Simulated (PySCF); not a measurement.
Compound: C6H8NP.
Z-matrix (Å and degrees, GFN2-xTB geometry), rows numbered from 1:
```
C 
C   1  1.4978
C   2  1.3927  1  120.30
C   3  1.3778  2  122.49  1  -179.79
P   4  1.7348  3  124.70  2    -0.15
C   5  1.7633  4   98.10  3    -0.07
C   6  1.5014  5  117.33  4   179.93
N   6  1.3098  5  126.83  4     0.22
H   1  1.0889  2  110.36  3    59.16
H   1  1.0889  2  110.35  3   -60.13
H   1  1.0857  2  109.52  3   179.56
H   3  1.0821  2  118.22  1     0.24
H   4  1.0843  3  118.72  2   179.93
H   7  1.0870  6  109.75  5   173.56
H   7  1.0891  6  110.47  5    52.54
H   7  1.0900  6  110.08  5   -66.37
```

The calculation used TDDFT B3LYP/def2-SVPD, vertical, gas phase, core orbitals frozen in the response (PySCF).

Computed states:

```json
{"state": "S1", "E (eV)": "3.66", "f": "0.0034"}
{"state": "S2", "E (eV)": "4.17", "f": "0.0007"}
{"state": "S3", "E (eV)": "4.61", "f": "0.104"}
{"state": "S4", "E (eV)": "4.89", "f": "0.098"}
{"state": "S5", "E (eV)": "5.40", "f": "0.0097"}
{"state": "S6", "E (eV)": "5.78", "f": "0.0025"}
{"state": "S7", "E (eV)": "6.08", "f": "0.228"}
{"state": "S8", "E (eV)": "6.30", "f": "0.021"}
```

Broadening: Gaussians 0.25 eV wide at half height, area fixed by f = 4.319×10⁻⁹ ∫ε dν̃. The cross-section is σ = 3.8235×10⁻²¹ ε cm², given in Mb (10⁻¹⁸ cm²). The width is an assumption, not a result. The curve ends short of the highest state used, and states not computed would add to its high-energy end.

(1) What does the envelope look like, and where are its maxima?

(2) On this curve, what absorbance would a 10⁻³ mol/L sample give at 222 nm over a 1 cm path?

(3) Coming from long wavelengths, where does ε first pass 100 L mol⁻¹ cm⁻¹?

Results:

(1) 
(E (eV), σ (Mb)): (3.29, 0.00), (3.39, 0.05), (3.50, 0.44), (3.60, 1.19), (3.71, 1.28), (3.81, 0.54), (3.92, 0.09), (4.02, 0.12), (4.13, 0.28), (4.23, 0.31), (4.34, 1.64), (4.44, 11.33), (4.55, 36.24), (4.65, 43.91), (4.76, 36.39), (4.86, 41.92), (4.97, 29.70), (5.07, 9.08), (5.18, 1.39), (5.28, 2.25), (5.39, 4.02), (5.49, 2.75), (5.60, 0.87), (5.70, 0.96)

Maxima: 338 nm (3.66 eV), ε about 370, made up of S1 (100%); 296 nm (4.19 eV), ε about 80, made up of S2 (96%) (hardly more than a shoulder); 268 nm (4.63 eV), ε about 12000, made up of S3 (96%); 254 nm (4.87 eV), ε about 11000, made up of S4 (95%); 230 nm (5.40 eV), ε about 1100, made up of S5 (100%) (ε in L mol⁻¹ cm⁻¹; maxima over ε = 5, shares over 10%). At its high-energy end, 5.70 eV, the curve is still rising (ε about 250, from S6 and S7).

(2) 222 nm is 5.585 eV, where ε is about 260 L mol⁻¹ cm⁻¹, so A = ε c l ≈ 0.26 (Beer–Lambert, with the gas-phase spectrum and the assumed width).

(3) At about 355 nm (3.49 eV), 0.17 eV below S1.
